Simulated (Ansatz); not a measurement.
Geometry optimisation, RKS B3LYP/cc-pVDZ (Ansatz 0.2.0).

input.yaml

```yaml
crystal:
  periodic: [false, false, false]
  atoms:
    - { symbol: B, position_ang: [0.255984, -0.633197, 0.243556] }
    - { symbol: O, position_ang: [-0.534119, -0.550677, 1.377593] }
    - { symbol: H, position_ang: [-1.471382, -0.60348, 1.147703] }
    - { symbol: F, position_ang: [1.580688, -0.668877, 0.452888] }
    - { symbol: H, position_ang: [-0.182396, -0.800468, -0.863658] }
    - { symbol: "N", position_ang: [0.241774, 2.104441, 0.439973] }
    - { symbol: H, position_ang: [1.175319, 2.423273, 0.710363] }
    - { symbol: C, position_ang: [-0.588142, 3.236507, 0.030001] }
    - { symbol: H, position_ang: [-1.584619, 2.872916, -0.259626] }
    - { symbol: H, position_ang: [-0.729939, 4.023949, 0.794272] }
    - { symbol: H, position_ang: [-0.148216, 3.71214, -0.859916] }
    - { symbol: H, position_ang: [-0.150352, 1.630973, 1.277949] }
basis:
  gaussian: { orbitals: cc-pVDZ }
hamiltonian:
  xc: b3lyp
relax:
  f_tol: 0.03
  max_steps: 50
output:
  orbitals: {}
```

Command:

```bash
$ ansatz run input.yaml --threads 2 --pin off --max-ram 3072MiB --backend cpu --events-out ev --progress --plain --runs-dir out
```

Where does it end, and by what steps?

It converged. After 24 steps the energy has fallen by 0.455 eV; H11 moved furthest, 1.09 Å. Joined: B1–N6 (2.74 → 1.66 Å).

```csv
step,energy less start (eV),largest force component (eV/Å),accepted
0,0.0000,0.621,yes
1,-0.0240,0.722,yes
2,-0.0586,0.897,yes
3,-0.0959,0.800,yes
4,-0.1535,0.707,yes
5,-0.2152,0.495,yes
6,-0.3228,0.283,yes
7,-0.3281,0.839,yes
8,-0.3762,0.676,yes
9,-0.3780,0.854,yes
10,-0.3955,0.127,yes
11,-0.4018,0.299,yes
12,-0.3951,0.890,no
13,-0.4138,0.235,yes
14,-0.4280,0.189,yes
15,-0.4235,0.915,no
16,-0.4293,0.381,yes
17,-0.4432,0.233,yes
18,-0.4472,0.419,yes
19,-0.4487,0.304,yes
20,-0.4525,0.105,yes
21,-0.4535,0.034,yes
22,-0.4543,0.037,yes
23,-0.4546,0.036,yes
24,-0.4547,0.012,yes
```

```xyz
12
Properties=species:S:1:pos:R:3
B 0.162 0.249 0.295
O -1.067 -0.046 0.964
H -1.452 -0.866 0.631
F 1.309 -0.344 0.868
H 0.173 0.196 -0.934
N 0.368 1.854 0.680
H 1.323 2.121 0.425
C -0.628 2.768 0.081
H -1.622 2.408 0.375
H -0.481 3.806 0.413
H -0.541 2.709 -1.012
H 0.321 1.891 1.704
```

Run time: 85 s on 2 threads of Arm Neoverse V2 (shared host), peak memory 0.21 GiB.
